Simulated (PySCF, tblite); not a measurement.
Compound: C6H8ClF.
Atom-mapped SMILES: `[CH3:1][C:2](=[C:3]=[CH:4][CH2:5][Cl:6])[CH2:7][F:8]` (hydrogens: H9, H10, H11 on C1; H12 on C4; H13, H14 on C5; H15, H16 on C7)

Computed with GFN2-xTB (tblite), gas phase: nudged elastic band of 9 images (0 to 8), spring 0.2 eV/Å², climbing image at the end, force threshold 0.05 eV/Å. The top image wasn't refined or checked by frequencies; at this threshold it can lie a kcal/mol or more above the true saddle point of the method.

Path: rotation about C2–C7 (outer carbon of cumulated double bonds, sp3 C–F carbon), followed by the dihedral C1–C2–C7–F8.

Image 0 (start, dihedral -59°):
```
atom  x, y, z in Å
C1     -1.607    1.375   -0.466
C2     -0.899    0.156    0.053
C3      0.354    0.146    0.398
C4      1.618    0.142    0.698
C5      2.687   -0.236   -0.271
Cl6     3.323   -1.872    0.140
C7     -1.744   -1.086    0.184
F8     -2.809   -0.861    1.028
H9     -1.956    1.194   -1.482
H10    -2.474    1.585    0.159
H11    -0.946    2.236   -0.464
H12     1.947    0.373    1.703
H13     2.307   -0.297   -1.290
H14     3.539    0.440   -0.217
H15    -2.175   -1.367   -0.785
H16    -1.173   -1.920    0.602
```

Image 8 (end, +0.002 eV, dihedral 61°):
```
atom  x, y, z in Å
C1     -1.619    1.435   -0.167
C2     -0.902    0.161    0.175
C3      0.378    0.093    0.393
C4      1.659    0.040    0.604
C5      2.656   -0.222   -0.474
Cl6     3.379   -1.856   -0.245
C7     -1.763   -1.076    0.249
F8     -2.366   -1.312   -0.967
H9     -2.169    1.303   -1.098
H10    -2.334    1.682    0.617
H11    -0.916    2.256   -0.279
H12     2.057    0.148    1.604
H13     2.195   -0.217   -1.460
H14     3.486    0.484   -0.432
H15    -1.173   -1.964    0.492
H16    -2.575   -0.946    0.975
```

Q: What do the inner images look like?

A: 
Image 1: +0.010 eV, dihedral -45°
```
atom  x, y, z in Å
C1     -1.602    1.376   -0.429
C2     -0.903    0.148    0.080
C3      0.358    0.130    0.394
C4      1.627    0.139    0.675
C5      2.694   -0.224   -0.303
Cl6     3.313   -1.870    0.088
C7     -1.754   -1.093    0.204
F8     -2.964   -0.799    0.787
H9     -1.940    1.211   -1.451
H10    -2.475    1.582    0.187
H11    -0.935    2.233   -0.407
H12     1.964    0.357    1.680
H13     2.317   -0.266   -1.324
H14     3.550    0.448   -0.235
H15    -1.982   -1.509   -0.785
H16    -1.273   -1.852    0.828
```

Image 2: +0.030 eV, dihedral -30°
```
atom  x, y, z in Å
C1     -1.602    1.384   -0.392
C2     -0.904    0.149    0.101
C3      0.362    0.125    0.397
C4      1.634    0.131    0.663
C5      2.690   -0.222   -0.330
Cl6     3.313   -1.873    0.037
C7     -1.754   -1.095    0.217
F8     -3.059   -0.779    0.499
H9     -1.954    1.226   -1.411
H10    -2.469    1.588    0.234
H11    -0.932    2.238   -0.370
H12     1.985    0.340    1.666
H13     2.303   -0.253   -1.347
H14     3.548    0.448   -0.265
H15    -1.768   -1.648   -0.731
H16    -1.402   -1.750    1.020
```

Image 3: +0.048 eV, dihedral -15°
```
atom  x, y, z in Å
C1     -1.603    1.392   -0.354
C2     -0.903    0.150    0.115
C3      0.366    0.120    0.397
C4      1.641    0.122    0.652
C5      2.687   -0.220   -0.356
Cl6     3.311   -1.875   -0.012
C7     -1.754   -1.097    0.227
F8     -3.090   -0.792    0.199
H9     -1.968    1.245   -1.370
H10    -2.463    1.593    0.282
H11    -0.930    2.244   -0.333
H12     2.002    0.318    1.653
H13     2.288   -0.241   -1.369
H14     3.546    0.448   -0.294
H15    -1.570   -1.775   -0.615
H16    -1.568   -1.625    1.168
```

Image 4 (top): +0.055 eV, dihedral 0°
```
atom  x, y, z in Å
C1     -1.605    1.400   -0.317
C2     -0.901    0.150    0.124
C3      0.370    0.117    0.395
C4      1.647    0.114    0.640
C5      2.682   -0.218   -0.383
Cl6     3.307   -1.877   -0.060
C7     -1.753   -1.097    0.236
F8     -3.056   -0.840   -0.097
H9     -1.982    1.266   -1.331
H10    -2.459    1.593    0.331
H11    -0.931    2.251   -0.293
H12     2.019    0.294    1.641
H13     2.272   -0.229   -1.391
H14     3.543    0.448   -0.323
H15    -1.401   -1.879   -0.446
H16    -1.760   -1.484    1.262
```

Image 5: +0.048 eV, dihedral 15°
```
atom  x, y, z in Å
C1     -1.609    1.407   -0.281
C2     -0.898    0.151    0.133
C3      0.374    0.113    0.392
C4      1.653    0.105    0.628
C5      2.677   -0.216   -0.408
Cl6     3.299   -1.881   -0.109
C7     -1.751   -1.095    0.245
F8     -2.962   -0.921   -0.373
H9     -1.995    1.286   -1.292
H10    -2.455    1.591    0.379
H11    -0.934    2.258   -0.252
H12     2.033    0.268    1.629
H13     2.256   -0.216   -1.413
H14     3.540    0.446   -0.351
H15    -1.268   -1.953   -0.233
H16    -1.967   -1.334    1.294
```

Image 6: +0.031 eV, dihedral 30°
```
atom  x, y, z in Å
C1     -1.613    1.414   -0.244
C2     -0.898    0.153    0.147
C3      0.378    0.111    0.391
C4      1.658    0.095    0.616
C5      2.670   -0.216   -0.435
Cl6     3.290   -1.886   -0.159
C7     -1.750   -1.091    0.254
F8     -2.811   -1.034   -0.614
H9     -2.009    1.305   -1.252
H10    -2.452    1.593    0.427
H11    -0.937    2.264   -0.213
H12     2.047    0.242    1.616
H13     2.238   -0.204   -1.434
H14     3.536    0.444   -0.379
H15    -1.179   -1.991    0.006
H16    -2.178   -1.190    1.260
```

Image 7: +0.014 eV, dihedral 45°
```
atom  x, y, z in Å
C1     -1.617    1.422   -0.206
C2     -0.899    0.157    0.166
C3      0.380    0.108    0.392
C4      1.661    0.085    0.604
C5      2.662   -0.217   -0.461
Cl6     3.280   -1.891   -0.212
C7     -1.750   -1.087    0.264
F8     -2.604   -1.173   -0.810
H9     -2.022    1.324   -1.212
H10    -2.447    1.599    0.475
H11    -0.938    2.270   -0.175
H12     2.060    0.218    1.601
H13     2.219   -0.191   -1.456
H14     3.529    0.440   -0.406
H15    -1.138   -1.994    0.263
H16    -2.383   -1.061    1.160
```

The largest changes of bonds and angles from start to top: C7–F8 1.377 → 1.370 Å, C2–C7 1.508 → 1.515 Å, C7–H16 1.094 → 1.096 Å, H15–C7–H16 110.4 → 109.4°, C1–C2–C3 123.5 → 122.8°, C2–C7–F8 110.6 → 111.3°. GFN2-xTB torsional profiles can miss by a kcal/mol or more and can put conformers in the wrong order.

Q: What do single points at PBE0/pcSseg-1 (PySCF, no dispersion term) give on some images?

A: 
```tsv
image	GFN2-xTB E (eV)	DFT E (eV)	HOMO (eV)	LUMO (eV)	dipole (D)
0	0.000	0.000	-7.69	-0.44	2.43
2	0.030	0.044	-7.48	-0.43	1.89
4	0.055	0.100	-7.36	-0.47	1.73
6	0.031	0.044	-7.50	-0.48	2.10
8	0.002	-0.005	-7.70	-0.41	2.72
```

Energies count from image 0 at each level. At the GFN2-xTB top the DFT energy is 2.3 kcal/mol against 1.3; the geometries weren't optimised at the DFT level.

The cost below is that of the whole band run. On Arm Neoverse V2, one thread, no GPU, shared host with 96 logical CPUs at a one-minute load of 24, this took 2.3 s and 0.18 GiB of memory at its peak.
